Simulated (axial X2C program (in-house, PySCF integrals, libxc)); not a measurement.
## Correcting the dissociation energy of Br₂ for spin–orbit coupling

A spin-free CCSD(T) curve (one-electron X2C) was computed with an in-house all-electron X2C program for linear molecules (integrals from PySCF), basis Br dyall-cv3z [8s9p6d4f1g] (cores contracted in-house), for the state M_S = 0, Λ = 0 (closed shell). It gives D0 = 1.994 eV to Br + Br, which in a spin-free picture are the weighted means of the ground terms.

Correlated methods: 14 electrons correlated (number of frozen shells: Br 3 s, 2 p, 1 d), 226 virtual spin orbitals or spinors in MP2, 90 natural virtuals in coupled cluster.

Measured levels of the ground terms (NIST Handbook of Basic Atomic Spectroscopic Data), in cm⁻¹: Br 2P: J = 3/2 at 0, J = 1/2 at 3685.2.

The molecular state has Λ = 0, so it has no first-order lowering.

Q: How far does each ground level lie under the (2J+1)-weighted mean of its term?

A: Br: (4 × 0 + 2 × 3685.2)/6 = 1228 cm⁻¹, counted twice.

Q: Correct D0.

A: D0 = 1.994 + (0 − 2456)/8065.5 = 1.689 eV at CCSD(T) with these spin–orbit terms. The direct two-component run gives 1.722 eV; the difference holds second-order terms in the molecule, scalar two-electron terms, the gap between measured and computed atomic splittings (a 2c atom can miss part of its lowering) and, in coupled cluster, the truncation of each run.

Second-order spin–orbit effects in the molecule, which grow quickly with Z, are left out. One determinant describes the state; a PBE0 search over occupations chose it and may have missed a lower one. De is counted from the lowest determinant-based energies of the atoms at the same level, without counterpoise correction. CCSD and (T) use frozen natural virtuals with an MP2 correction for the truncation; (T) itself is uncorrected, so its De runs slightly low.
